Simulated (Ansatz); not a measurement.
Species: H₆AlSi₂, SMILES `[SiH3][Al][SiH3]` (charge 0, multiplicity 2).

### Question
Give a relaxed geometry from PBE0-D4/def2-TZVP (Ansatz, a first-principles code).

### Answer
the end point of this relaxation (outside a Z-matrix the atoms follow the SMILES, hydrogens last).
Z-matrix (Å, degrees):
```
Al
Si 1 2.4732
H 2 1.4898 1 112.98
H 2 1.4924 3 107.67 1 -125.72
H 2 1.4944 3 107.28 4 -115.47
Si 1 2.4734 2 118.18 3 -160.09
H 6 1.4895 1 113.46 2 -169.98
H 6 1.4930 7 107.60 1 -124.05
H 6 1.4938 7 107.43 8 -115.55
```
